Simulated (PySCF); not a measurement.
3-ethoxypropionaldehyde, C₅H₁₀O₂.
Cartesian coordinates in Å at the PBE0-D3(BJ)/def2-SVP level; atoms count from 1:
```xyz
17
C5H10O2 angstrom
C     -2.5887   -0.0292   -0.4078
C     -1.3775    0.7293    0.0769
O     -0.2499   -0.0931   -0.0330
C      0.9278    0.5136    0.4040
C      2.0615   -0.4718    0.2428
C      3.3958    0.0652    0.6613
O      3.5781    1.1712    1.0978
H     -3.4942    0.5893   -0.3243
H     -2.4632   -0.3251   -1.4599
H     -2.7334   -0.9426    0.1880
H     -1.5165    1.0517    1.1303
H     -1.2356    1.6568   -0.5169
H      1.1452    1.4355   -0.1728
H      0.8497    0.8280    1.4645
H      2.1355   -0.8102   -0.8066
H      1.8628   -1.3924    0.8213
H      4.2515   -0.6502    0.5407
```

The calculation used TDDFT B3LYP/def2-SVPD, vertical, gas phase, core orbitals frozen in the response in PySCF 2.14.0, density-fitted response routines.

Ground-to-excited transition dipoles (e·a0, same axes as the geometry; the sign carries no meaning), for the states with f of 0.002 or more among the lowest 6:

```csv
state,E (eV),μx,μy,μz
S3,6.810,-0.046,-0.110,0.286
S4,6.911,-0.085,0.275,0.092
S6,7.243,0.039,0.064,-0.185
```

Q: What oscillator strength does each state have?

A: f = (2/3) ΔE |μ|² with ΔE in hartree (27.2114 eV).

```tsv
state	|μ|² (au)	|μ| (D)	f
S3	0.096	0.79	0.016
S4	0.091	0.77	0.015
S6	0.040	0.51	0.007
```

Q: Label these states by symmetry in Cs.

A: The ground state is totally symmetric, so the direction of μ fixes the label. Polarised normal to the mirror plane, so A″: S3 and S6. Polarised in the mirror plane, so A′: S4.

Q: What angle do the transition dipoles of S3 and S4 make?

A: |cos θ| = |μa·μb| / (|μa| |μb|) = 0.00, so θ ≈ 90° (taken between 0 and 90°, since the signs are arbitrary).

One conformer stands for the species.
